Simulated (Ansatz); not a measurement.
`O[SiH](F)[SiH3]` + `[OH][GeH3]` → `O[SiH](F)[O][GeH3]` + SiH₄ at 400 K and 1 bar (cleavage of the Si–Si bond).

Calculated with Ansatz (gas phase, PBE0-D4/def2-TZVP geometries, no zero-point term in ΔE). CCSD(T)/CBS is the MP2 limit (def2-TZVPP, def2-QZVPP) plus CCSD(T) − MP2 in def2-TZVPP, frozen cores. This one scheme is used for every species. For Ge outer-core shells are correlated without core-valence functions, which leaves a few kJ/mol of doubt a bond. Scalar relativity is left out up to krypton. One conformer a species, not always the lowest.

| species | CCSD(T)/CBS energy (Eh) | H − E (kJ/mol) | S (J/(mol·K)) |
| --- | --- | --- | --- |
| `O[SiH](F)[SiH3]` | -756.23815 | 165.6 | 373.8 |
| `[OH][GeH3]` | -2153.69723 | 116.2 | 291.7 |
| `O[SiH](F)[O][GeH3]` | -2618.53177 | 180.3 | 423.1 |
| SiH₄ | -291.46306 | 96.9 | 218.6 |

H − E and S are ideal-gas, rigid-rotor, harmonic terms from PBE0-D4/def2-TZVP, for one conformer and one mirror image of each species. 1 Eh = 2625.50 kJ/mol, R = 8.31446 J/(mol·K).

Problem. By hand: ΔE, ΔH, ΔS and ΔG.

Solution. ΔE = (-2618.53177) + (-291.46306) − (-756.23815) − (-2153.69723) = -0.05945 Eh = -156.1 kJ/mol. Δ(H − E) = 180.3 + 96.9 − 165.6 − 116.2 = -4.6, so ΔH = -160.7 kJ/mol. ΔS = 423.1 + 218.6 − 373.8 − 291.7 = -23.8 J/(mol·K). ΔG = -160.7 − 400 × (-23.8)/1000 = -151.2 kJ/mol.

Problem. By hand: the equilibrium constant, and the temperature at which ΔG would vanish if ΔH and ΔS stayed fixed.

Solution. log₁₀ K = −ΔG/(RT ln 10) = 19.7. ΔG = 0 at ΔH/ΔS = 6752 K, far beyond where these terms or the molecules hold.

ΔH outweighs TΔS. A doubt of 5 kJ/mol in ΔE shifts log₁₀ K by 0.7 here. Other conformers and mirror images would add mixing entropy, several J/(mol·K) or more a flexible species. Modes under 60 cm⁻¹, often nearly free rotors, make the harmonic entropy too high. These are equilibria of isolated gas molecules and say nothing of rates. Largest T1 diagnostic: 0.013 (customary marks: 0.02 for closed shells, 0.045 for open ones).
